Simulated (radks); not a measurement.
Task: These are the eigenvalues of the occupied orbitals of an atom or ion with whole-number occupations (eV). Calculated with a radial shooting solver on a logarithmic mesh with Libxc functionals: Dirac Kohn-Sham, LDA (Slater exchange, Perdew-Wang correlation), spin-unpolarised, spherical densities, finite nucleus; Fermi nuclear charge, rms radius of each element as measured or else 0.836 A^(1/3) + 0.57 fm.

orbital  eigenvalue
1s1/2     -46584.17
2s1/2     -7612.716
2p1/2     -7219.534
2p3/2     -6617.426
3s1/2     -1669.816
3p1/2     -1500.093
3p3/2     -1378.232
3d3/2     -1082.540
3d5/2     -1056.044
4s1/2     -333.8153
4p1/2     -268.7391
4p3/2     -241.8269
4d3/2     -134.4978
4d5/2     -129.6918
5s1/2      -46.5431
5p1/2      -29.0453
5p3/2      -25.4597
4f5/2       -6.1362
6s1/2       -5.8295
4f7/2       -5.5920
7s1/2       -1.2763

Which element is it, and in what charge state? The configuration may be excited. Open shells, if any, are shared by 2j + 1.

Result: Z = 62, samarium, charge 0: Sm in [Xe] 4f6 6s1 7s1. The list shows which subshells hold electrons but not how many an open one holds; the 1s level, -1711.9 hartree, gives Z - s = 58.5 by -(Z - s)^2/2, which with screening and relativity narrows Z to a few neighbours, and the depths of the outer levels then fix element, charge and occupations together.
